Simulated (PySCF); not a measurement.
C5H5Cl, SMILES Cl/C=C/C=C=C. Atoms are numbered in the order given.

```xyz
11

C     -0.9121    -3.1009     0.0000
C      0.0659    -2.2325     0.0000
C      1.0532    -1.3533     0.0000
C      0.9286     0.1059     0.0000
C     -0.2361     0.7780     0.0000
Cl    -0.3203     2.5039     0.0000
H     -1.3396    -3.4832     0.9362
H     -1.3396    -3.4832    -0.9362
H      2.0786    -1.7469     0.0000
H      1.8632     0.6755     0.0000
H     -1.2148     0.2887     0.0000
```
Charge 0, spin multiplicity 1.

Coordinates come from a r2SCAN-D4/def2-SVP optimisation. The structure was generated by enumeration; whether it is a known compound was not checked. The values are those of a single conformer.

All values below come from r2SCAN-D4/def2-SVP (PySCF).

Frequencies are harmonic and unscaled.

```tsv
mode	ν (cm⁻¹)	IR (km/mol)	Raman (Å⁴/amu)	depolarisation	moving atoms (share of kinetic energy)
1	67	0.3	2.6	0.75	C 49 %, H 47 %
2	102	0.2	15.8	0.62	C 64 %, Cl 20 %, H 15 %
3	225	0.9	0.4	0.75	C 55 %, H 35 %, Cl 10 %
4	275	2.2	2.4	0.52	C 75 %, H 14 %, Cl 11 %
5	310	7.0	0.9	0.75	C 56 %, H 44 %
6	378	1.2	3.5	0.39	C 62 %, Cl 33 %
7	583	0.3	0.8	0.75	H 54 %, C 45 %
8	662	67.1	2.8	0.58	C 81 %, Cl 11 %
9	814	1.6	9.5	0.75	H 51 %, C 49 %
10	845	54.5	0.3	0.57	H 74 %, C 26 %
11	872	24.8	4.5	0.66	C 73 %, H 17 %, Cl 10 %
12	892	32.3	10.3	0.75	H 86 %, C 14 %
13	959	32.5	1.1	0.75	H 90 %, C 10 %
14	964	9.6	10.1	0.36	C 76 %, H 22 %
15	977	0.0	1.9	0.75	H 63 %, C 37 %
16	1145	1.5	71.1	0.33	H 70 %, C 30 %
17	1240	5.3	11.4	0.42	H 79 %, C 21 %
18	1300	0.1	38.3	0.17	H 79 %, C 21 %
19	1348	2.2	71.4	0.38	H 74 %, C 26 %
20	1457	3.4	27.9	0.57	C 55 %, H 45 %
21	1658	43.6	264.0	0.27	C 91 %, H 9 %
22	2039	65.8	119.2	0.41	C 98 %
23	3105	3.9	430.4	0.16	H 95 %
24	3137	3.0	140.3	0.24	H 92 %
25	3186	5.6	118.1	0.27	H 92 %, C 8 %
26	3192	0.0	205.7	0.75	H 89 %, C 11 %
27	3201	6.9	33.0	0.34	H 91 %, C 9 %
```
